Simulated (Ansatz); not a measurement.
S-phenylthianthrenium trifluoroacetate, `O=C([O-])C(F)(F)F.c1ccc([S+]2c3ccccc3Sc3ccccc32)cc1`, relaxed as a singlet with RKS r2SCAN-D4/def2-SVP in Ansatz, starting from the GFN2-xTB geometry. Force threshold 0.03 eV/Å.

Single mean-field runs in def2-SVP are fitted with def2-universal-jkfit. In the singlet geometry the species has come apart into loosely held pieces.

Start:

```xyz
40

O     1.467    2.172    1.739
C     0.566    1.844    2.490
O    -0.414    1.106    2.238
C     0.583    2.388    3.961
F    -0.438    3.238    4.181
F     0.455    1.397    4.862
F     1.708    3.043    4.263
C    -3.808   -1.790    0.151
C    -2.659   -2.248   -0.473
C    -1.528   -1.453   -0.519
C    -1.560   -0.198    0.070
S    -0.105    0.858    0.033
C     0.158    0.801   -1.770
C    -0.926    0.808   -2.637
C    -0.737    0.987   -3.995
C     0.541    1.189   -4.496
C     1.625    1.185   -3.642
C     1.438    0.990   -2.276
S     2.874    1.004   -1.247
C     2.436   -0.211   -0.048
C     3.438   -1.074    0.388
C     3.160   -2.039    1.334
C     1.878   -2.163    1.846
C     0.878   -1.308    1.420
C     1.158   -0.337    0.473
C    -2.704    0.275    0.686
C    -3.832   -0.529    0.725
H    -4.685   -2.418    0.191
H    -2.639   -3.229   -0.925
H    -0.632   -1.804   -1.009
H    -1.923    0.685   -2.243
H    -1.588    0.987   -4.658
H     0.690    1.351   -5.552
H     2.626    1.339   -4.013
H     4.430   -0.962   -0.020
H     3.946   -2.693    1.678
H     1.656   -2.908    2.594
H    -0.110   -1.361    1.848
H    -2.696    1.249    1.145
H    -4.728   -0.170    1.208
```

(1) Estimate the energy that the relaxation releases and the steps that it takes.

(2) Does the start keep its bonding?

(3) Predict the relaxed structure.

## Answers

(1) 0.30 eV, in 10 steps; 41 s on 2 threads of AMD EPYC 7R13 on a shared host and a share (18 GiB) of an NVIDIA H100 80GB HBM3. No frequencies were taken in this run, so the end may be a saddle point.

(2) Bonds lost: O3–S12 (atoms count from 1). The end holds 2 separate pieces.

(3) 
Cartesian coordinates in Å:
```
O 1.5633 2.0469 2.0130
C 0.5641 1.7191 2.6475
O -0.4131 0.9883 2.2790
C 0.3896 2.2318 4.0999
F -0.7078 3.0117 4.1970
F 0.2284 1.2075 4.9596
F 1.4351 2.9515 4.5194
C -3.9697 -1.5785 0.2432
C -2.8719 -2.1603 -0.4016
C -1.6642 -1.4660 -0.4929
C -1.5768 -0.1892 0.0735
S -0.0702 0.7825 -0.0511
C 0.1669 0.7041 -1.8797
C -0.9099 0.6336 -2.7714
C -0.6975 0.8413 -4.1364
C 0.5876 1.1205 -4.6121
C 1.6640 1.1853 -3.7276
C 1.4579 0.9911 -2.3530
S 2.8405 1.1684 -1.2575
C 2.5131 -0.1297 -0.1004
C 3.5800 -0.9207 0.3492
C 3.3593 -1.9140 1.3028
C 2.0732 -2.1402 1.8045
C 1.0014 -1.3609 1.3673
C 1.2356 -0.3628 0.4211
C -2.6568 0.4002 0.7353
C -3.8614 -0.3044 0.8082
H -4.9134 -2.1272 0.3119
H -2.9534 -3.1603 -0.8367
H -0.8032 -1.9077 -1.0020
H -1.9182 0.4317 -2.4019
H -1.5434 0.7889 -4.8271
H 0.7563 1.2801 -5.6807
H 2.6762 1.3814 -4.0925
H 4.5796 -0.7468 -0.0578
H 4.1994 -2.5195 1.6540
H 1.9021 -2.9127 2.5587
H 0.0053 -1.4806 1.7962
H -2.5331 1.3720 1.2162
H -4.7147 0.1436 1.3249
```
Bond lengths: 19 × C–C 1.39 to 1.55 Å; 5 × C–S 1.77 to 1.85 Å; 3 × C–F 1.34 to 1.35 Å; 2 × C–O 1.23 to 1.27 Å; 13 × C–H 1.09 Å.
